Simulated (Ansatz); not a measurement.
(1) Predict a relaxed structure of SiH3(NHEt) (C2H9NSi), charge 0, singlet, at PBE-D4/def2-SVP (Ansatz).

## Answers

(1) 
```tsv
atom	x (Å)	y (Å)	z (Å)
C1	0.493	0.902	-0.148
C2	-0.273	1.345	1.104
N3	0.762	-0.528	-0.231
Si4	-0.349	-1.699	-0.895
H5	0.376	-3.017	-0.929
H6	-1.647	-1.915	-0.143
H7	-0.729	-1.259	-2.284
H8	1.404	-0.864	0.493
H9	1.454	1.463	-0.212
H10	-0.080	1.194	-1.056
H11	-1.262	0.847	1.167
H12	-0.440	2.443	1.108
H13	0.290	1.089	2.026
```
 This is one stationary point.

Another isomer (singlet) lies 0.39 eV lower at PBE0-D4/def2-TZVP; other spin states weren't run for this one.
